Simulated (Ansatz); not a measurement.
Consider the isomerisation: `C=[C](O)[GaH][CH3]` → `C=[C](C)[GaH][OH]`.

Program: Ansatz. Geometries: PBE0-D4/def2-TZVP. ΔE: electronic, gas phase. CBS: MP2 limit from def2 TZ/QZ plus the TZ coupled-cluster correction, frozen cores. Functionals use def2-TZVPP. B3LYP here is the variant with VWN-RPA as its local correlation; programs differ in this. HSE06 is defined as in plane-wave codes. For Ga outer-core shells are correlated without core-valence functions, which leaves a few kJ/mol of doubt a bond. Scalar relativity is left out up to krypton. Each species was taken in one conformer, which may not be the lowest.

`C=[C](O)[GaH][CH3]`:

Z-matrix (Å, degrees):
```
C
Ga 1 1.961
H 1 1.093 2 110.7
H 1 1.090 2 111.4 3 -121.6
H 1 1.094 2 110.0 3 118.0
C 2 1.973 1 121.1 3 127.3
H 2 1.572 1 123.5 3 -52.9
O 6 1.363 2 115.8 1 -0.5
C 6 1.336 2 121.1 1 179.6
H 8 0.966 6 109.5 2 -180.0
H 9 1.090 6 122.7 2 180.0
H 9 1.082 6 120.2 2 -0.0
```

`C=[C](C)[GaH][OH]`:

Cartesian coordinates in Å:
```
C 1.372 0.314 1.149
C 0.390 0.253 0.248
C 0.045 1.412 -0.634
Ga -0.594 -1.424 0.119
O -1.894 -1.417 -1.117
H 1.971 1.215 1.285
H 1.624 -0.525 1.792
H 0.138 1.144 -1.690
H -0.995 1.718 -0.492
H 0.690 2.274 -0.437
H -0.364 -2.724 0.961
H -2.382 -2.239 -1.185
```

```csv
level,ΔE (kJ/mol),difference from CCSD(T)/CBS
LDA (SPW92),-88.3,19.0
PBE-D4,-92.9,14.4
revPBE-D4,-95.2,12.1
r2SCAN-D4,-99.1,8.2
B97M-V,-101.7,5.6
PBE0-D4,-95.5,11.8
B3LYP-D4,-100.9,6.4
r2SCANh-D4,-99.5,7.8
r2SCAN0-D4,-100.0,7.3
HSE06-D4,-95.3,12.0
BHLYP-D4,-104.6,2.7
CAM-B3LYP-D4,-101.4,5.9
ωB97M-V,-98.7,8.6
B2PLYP,-105.3,2.0
PBE-QIDH,-103.3,4.0
PBE,-91.6,15.7
revPBE,-91.5,15.8
BLYP,-96.9,10.4
r2SCAN,-98.8,8.5
PBE0,-94.4,12.9
B3LYP,-98.9,8.4
r2SCANh,-99.1,8.2
r2SCAN0,-99.6,7.7
BHLYP,-103.2,4.1
CAM-B3LYP,-100.2,7.1
LC-ωPBE,-97.2,10.1
RPA@PBE/def2-TZVPP,-104.1,3.2
HF/def2-SVP,-102.5,4.8
MP2/def2-SVP,-112.1,-4.8
CCSD/def2-SVP,-108.2,-0.9
CCSD(T)/def2-SVP,-107.8,-0.5
HF/def2-TZVPP,-108.5,-1.2
MP2/def2-TZVPP,-112.4,-5.1
SCS-MP2/def2-TZVPP,-112.8,-5.5
CCSD/def2-TZVPP,-107.2,0.1
HF/def2-QZVPP,-109.4,-2.1
MP2/def2-QZVPP,-113.1,-5.8
HF/CBS(def2),-109.5,-2.2
MP2/CBS(def2),-113.0,-5.7
CCSD/CBS(def2),-107.8,-0.5
CCSD(T)/CBS,-107.3,0
```

Largest T1 diagnostic among the species: 0.013.

From BLYP to BHLYP (50 % exact exchange), in def2-TZVPP and without D4, ΔE moves by −6.3 kJ/mol. Leaving LDA and LC-ωPBE aside and taking each functional with its dispersion term where it has one, the values spread over 12.3 kJ/mol, from B2PLYP to PBE-D4. LDA lies +3.4 kJ/mol from PBE without D4.

CCSD(T)/CBS has its own doubt, a few kJ/mol and more with outer-core shells, so smaller differences from it don't rank the levels.
